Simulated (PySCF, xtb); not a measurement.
B(H)(NHMe)(OH) (CH6BNO), SMILES B(O)NC. Other conformers were not sampled.

Harmonic wavenumbers (cm⁻¹) from GFN2-xTB (xtb 6.7.1) at its own minimum, in rising order: 40, 244, 258, 553, 567, 593, 809, 909, 964, 1066, 1099, 1112, 1180, 1325, 1412, 1449, 1482, 1503, 2637, 2926, 2952, 3011, 3477, 3607.

**Question.** What does PBE0-D3(BJ)/def2-SVP (PySCF) give at its own minimum? (Estimate from the structure and the level; the computed values follow.)

**Answer.** 76, 249, 254, 541, 596, 598, 905, 916, 1013, 1102, 1140, 1154, 1225, 1413, 1458, 1462, 1484, 1561, 2619, 3026, 3096, 3133, 3669, 3906. Paired by order, the mean absolute difference is 62 cm⁻¹ and the zero-point energies are 50.3 and 52.3 kcal/mol.
